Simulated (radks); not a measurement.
Question: Cl4+, configuration [He] 2s2 2p5 3s2 3p1 4f1 (not the ground configuration). Calculated with a radial shooting solver on a logarithmic mesh with Libxc functionals: scalar-relativistic Kohn-Sham, AM05, spin-polarised, spherical densities, finite nucleus; open shells are filled with parallel spins first; Fermi nuclear charge, rms radius 3.3654 fm. Some entries of the table are withheld. Estimate them.

| orbital | occ. | eigenvalue (hartree) | <1/r> (bohr^-1) | <r^2> (bohr^2) |
|---|---|---|---|---|
| 1s up | 1 | -105.2867 | 16.64 | 0.01117 |
| 1s down | 1 | -105.1864 | 16.66 | 0.01115 |
| 2s up | 1 | -13.01939 | 3.399 | 0.2220 |
| 2s down | 1 | -12.86208 | 3.385 | 0.2233 |
| 2p up | 3 | -10.91084 | 3.312 | 0.1887 |
| 2p down | 2 | -10.72392 | 3.297 | 0.1907 |
| 3s up | 1 | -3.21516 | 1.114 | 1.811 |
| 3s down | 1 | -3.11459 | 1.109 | 1.830 |
| 3p up | 1 | -2.67085 | 1.038 | 1.996 |
| 3p down | 0 | -2.57034 | 1.031 | 2.027 |
| 3d up | 0 | -1.88147 | 0.8799 | 2.241 |
| 3d down | 0 | -1.79110 | 0.8725 | 2.290 |
| 4s up | 0 | -1.27284 | 0.4943 | 8.737 |
| 4p up | 0 | -1.10368 | 0.4582 | 10.11 |
| 4f up | 1 | -0.72193 | 0.3503 | (1) |
| 5f up | 0 | -0.41968 | 0.2157 | 41.44 |

Answer: 
(1) 4f up <r^2> (bohr^2): 12.02
